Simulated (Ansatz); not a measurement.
System: CAu (charge 0, doublet). The spin state was set by rule; other spins were not relaxed. 
Coordinates optimised at B3LYP-D3(BJ)/def2-TZVP (Ansatz, an electronic-structure program):
SMILES: [C][Au]
```xyz
2

Au     0.0000     0.0000    -0.1327
C      0.0000     0.0000     1.7478
```
Charge 0, spin multiplicity 2.

Basis-set convergence of Hartree-Fock and CCSD(T) correlation energies (hartree) with Ansatz. Correlated levels leave the core frozen unless marked. Open shells are spin-unrestricted. Spin-orbit coupling is left out. Frozen are the shells of the preceding noble gas and the d and f shells that filled before the atom's block. Past Kr the def2 sets carry scalar-relativistic core potentials.

The UHF reference is spin-contaminated (<S^2> 0.58 over the pure value in the largest basis). The T1 diagnostic of CCSD in the largest basis is 0.091, which is high, so the coupled-cluster rows are less sure than usual.

```csv
basis,functions,E(HF),"E(corr, CCSD(T))"
def2-SVP,46,-172.43835,-0.38996
def2-TZVPP,87,-172.49507,-0.52143
def2-QZVPP,145,-172.49859,-0.55400
```

Extrapolating the two largest sets (X = 3 and 4) as X^-3: E(corr) = (64·(-0.55400) - 27·(-0.52143))/37 = -0.5778 Eh, an estimate of the basis-set limit. The largest set recovers 95.9 % of it, the smallest 67.5 %.
